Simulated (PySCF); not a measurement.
C₂H₁₀O₂Si₂, SMILES C[C@@H](O[SiH3])[SiH2]O.

Geometry: ωB97X-D3(BJ)/def2-SVP. The structure was generated by enumeration; whether it is a known compound was not checked. One conformer was computed; it need not be the lowest.

Calculation: TDA-PBE/def2-SVPD run with PySCF.

Vertical excitations. 

Computed UV-visible absorptions:
```csv
state,energy (eV),λ (nm),f,main pairs
S1,5.46,227,0.010,HOMO→LUMO 99 %
S2,6.16,201,0.003,"HOMO−1→LUMO 55 %, HOMO→LUMO+1 43 %"
S3,6.18,201,0.020,"HOMO→LUMO+1 56 %, HOMO−1→LUMO 42 %"
S4,6.38,194,0.011,HOMO→LUMO+2 96 %
S5,6.40,194,0.007,HOMO−2→LUMO 96 %
S6,6.75,184,0.012,HOMO→LUMO+3 99 %
T1,5.24,236,0,HOMO→LUMO 99 %
T2,5.96,208,0,"HOMO→LUMO+1 70 %, HOMO−1→LUMO 27 %"
```
Triplets are in the Tamm–Dancoff approximation.
